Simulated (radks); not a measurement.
Initial-state core-level shifts of the zirconium ion Zr+ when its valence configuration changes from [Kr] 4d2 5s1. Calculated with a radial shooting solver on a logarithmic mesh with Libxc functionals: Dirac Kohn-Sham, PBE, spin-unpolarised, spherical densities, finite nucleus; open shells fill j = l - 1/2 first; Fermi nuclear charge, rms radius 4.2694 fm. Shifts are changes of the shell-averaged eigenvalues in eV (positive: less bound); the change of the density at the nucleus, which sets a Mossbauer isomer shift, is in e/bohr^3, on a base of 7.474e+04.

valence,2s,3d,4s,4p,density at nucleus
4d2.5 5s0.5,+1.576,+1.555,+1.435,+1.347,-6.607
4d1 5s1 5p1,-4.712,-4.646,-4.263,-4.031,+3.859
4d1 5s2,-3.583,-3.514,-3.158,-2.949,+15.525
4d2 5p1,-1.108,-1.115,-1.108,-1.092,-10.881
5s1 5p2,-9.919,-9.735,-8.740,-8.223,+8.773
4d3,+2.996,+2.962,+2.755,+2.590,-12.523
4d1.5 5s1 5p0.5,-2.287,-2.260,-2.095,-1.986,+1.802
4d2 5s0.5 5p0.5,-0.558,-0.561,-0.558,-0.550,-5.369
